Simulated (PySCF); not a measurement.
Fine-structure interval of Tl(4+) by level of theory

Tl(4+) [Xe] 4f14 5d9 [5d3/2^4 5d5/2^5, M_J = 5/2] → Tl(4+) [Xe] 4f14 5d9 [5d3/2^3 5d5/2^6, M_J = 3/2], as a difference of total energies. All numbers are calculated (PySCF 2.14, the two-component X2C-1e Hamiltonian, in x2c-TZVPPall-2c (11s11p9d3f, 110 functions)). Correlated levels: [Kr] 4d10 4f14 frozen; the 24 highest virtual spinors dropped. "Screened" scales the spin-orbit matrix elements by Boettger's factors to mimic the two-electron term; Breit and QED terms are absent.

| method | fine-structure interval (cm⁻¹) |
| --- | --- |
| GHF (screened spin-orbit) | 19373 |
| GMP2 (screened spin-orbit) | 20071 |
| GHF (bare spin-orbit) | 22269 |
